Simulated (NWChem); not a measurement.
Species: CH4SSe; SMILES C[Se]S

```xyz
7

Se    -0.4620    -0.4571     0.0083
C      1.2702    -1.3451     0.0117
H      1.0614    -2.4238     0.0756
H      1.8544    -1.0323     0.8862
H      1.8181    -1.1326    -0.9153
S      0.1913     1.6473     0.0552
H      0.2926     1.8454    -1.2815
```
Atoms are numbered in this order, from 1.

Structure relaxed at the PBE0/def2-SVP level.

List the 6 lowest vertical singlet excitations from PBE/def2-SVP, full TDDFT (NWChem).


```csv
state,energy (eV),oscillator strength,leading excitation (squared amplitude)
S1,3.92,0.002,HOMO → LUMO (1.00)
S2,4.56,0.004,HOMO−1 → LUMO (0.99)
S3,5.57,0.012,HOMO → LUMO+2 (0.58)
S4,5.74,0.001,HOMO → LUMO+1 (0.58)
S5,6.28,0.026,HOMO−1 → LUMO+1 (0.90)
S6,6.36,0.002,HOMO−1 → LUMO+2 (0.97)
```
